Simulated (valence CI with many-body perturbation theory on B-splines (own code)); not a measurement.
**Hyperfine factors and g values of O3+**

Computed by configuration interaction combined with many-body perturbation theory (CI+MBPT): three valence electrons over a frozen Dirac-Fock core [He], radial functions for each j: 11 s, 11 p, 9 d, 7 f, 5 g, 2 h, 1 i, with the one-electron correlation potential Σ1 (screened to all orders), the two-electron term Σ2, the three-electron term Σ3, Breit, model QED; selected single and double excitations, second order for the rest, scaled by the run's own slope (own B-spline code, finite nucleus).

Against 43 measured levels this calculation errs by 73 cm⁻¹ on average and by 162 at most. These come from a selection out of Moore, Selected Tables of Atomic Spectra, NSRDS-NBS 3, section 10. Levels without a partner in it may be off by more.

A/g_I is the dipole constant over the nuclear g factor μ/I (μ in nuclear magnetons, uniformly magnetised nucleus), B/Q the quadrupole constant per barn. Both hold the static response of the core; the bare values leave it out. Large factors of s and p1/2 electrons are usually good to 5 to 10 %; those of open d and f shells near neutrality can be off by tens of per cent, and small factors of p3/2, d and f electrons come from cancelling terms and can be off by a factor of two or in sign, in half-filled shells by more. B is blank for J = 1/2, where it vanishes, and for nearly pure S terms. Energies count from the lowest level.

Letters in brackets count levels of one name in rising energy.

```tsv
Level	E (eV)	g	A/g_I (MHz)	A/g_I bare	B/Q (MHz/b)	B/Q bare
2s²2p ²P°_1/2	0.000	0.666	2180	2060		
2s²2p ²P°_3/2	0.048	1.334	424	518	747	762
2s2p² ⁴P_1/2	8.849	2.670	4240	4220		
2s2p² ⁴P_3/2	8.866	1.735	1980	1980	612	625
2s2p² ⁴P_5/2	8.888	1.601	2030	2020	-766	-783
2s2p² ²D_5/2	15.746	1.200	2360	2200	1490	1520
2s2p² ²D_3/2	15.748	0.799	-805	-651	1040	1060
2s2p² ²S_1/2	20.398	2.002	8670	7900		
2s2p² ²P_1/2	22.397	0.666	1390	1160		
2s2p² ²P_3/2	22.427	1.334	-473	-222	-764	-778
2p³ ⁴S°_3/2	28.710	2.002	-479	-1.16		
2p³ ²D°_5/2	31.645	1.200	642	734	-46.1	-46.8
2p³ ²D°_3/2	31.648	0.799	549	467	-16.7	-16.9
2p³ ²P°_1/2	35.852	0.666	2230	2040		
2p³ ²P°_3/2	35.853	1.334	255	415	46.4	47.9
2s²3s ²S_1/2	44.332	2.002	2110	1950		
2s²3p ²P°_1/2	48.366	0.666	414	391		
2s²3p ²P°_3/2	48.377	1.334	175	192	182	185
2s²3d ²D_3/2	52.010	0.799	52.6	51.1	23.3	24.7
2s²3d ²D_5/2	52.012	1.200	8.86	10.3	33.2	35.3
2s2p3s ⁴P°_1/2	54.402	2.670	5410	5100		
2s2p3s ⁴P°_3/2	54.419	1.735	3250	3100	-688	-703
2s2p3s ⁴P°_5/2	54.450	1.601	2520	2400	859	878
2s2p3s ²P°_1/2 [a]	56.133	0.666	48.6	111		
2s2p3s ²P°_3/2 [a]	56.166	1.334	2380	2300	829	846
2s2p3p ²P_1/2	57.921	0.659	-1770	-1630		
2s2p3p ²P_3/2	57.935	1.333	2670	2540	-537	-548
2s2p3p ⁴D_1/2	58.059	0.005	-1600	-1490		
2s2p3p ⁴D_3/2	58.068	1.201	1230	1200	-9.19	-9.37
2s2p3p ⁴D_5/2	58.085	1.372	1560	1520	358	365
2s2p3p ⁴D_7/2	58.111	1.429	1560	1520	1040	1060
2s2p3p ⁴S_3/2	58.821	2.002	3090	2970		
2s2p3p ⁴P_1/2	59.357	2.670	4950	4750		
2s2p3p ⁴P_3/2	59.369	1.735	2270	2190	414	422
2s2p3p ⁴P_5/2	59.385	1.601	2110	2040	-497	-507
2s2p3p ²D_3/2	59.839	0.799	-202	-172	726	740
2s2p3p ²D_5/2	59.870	1.200	1410	1370	1030	1050
2s²4s ²S_1/2	60.221	2.002	1510	1400		
2s2p3p ²S_1/2	61.114	2.002	3740	3690		
2s2p3d ⁴F°_3/2	61.386	0.399	-1190	-1110	408	417
```

Problem. Take the isotope of mass number 17, with I = 5/2, μ = -1.89354 μN and Q = -0.0256 b. What is the hyperfine structure of 2s2p² ⁴P_5/2?

Solution. From the table A = -1540 MHz, B = 19.6 MHz. Shifts from the centre of gravity in MHz: F = 0: 13500, F = 1: 11900, F = 2: 8860, F = 3: 4230, F = 4: -1930, F = 5: -9620.
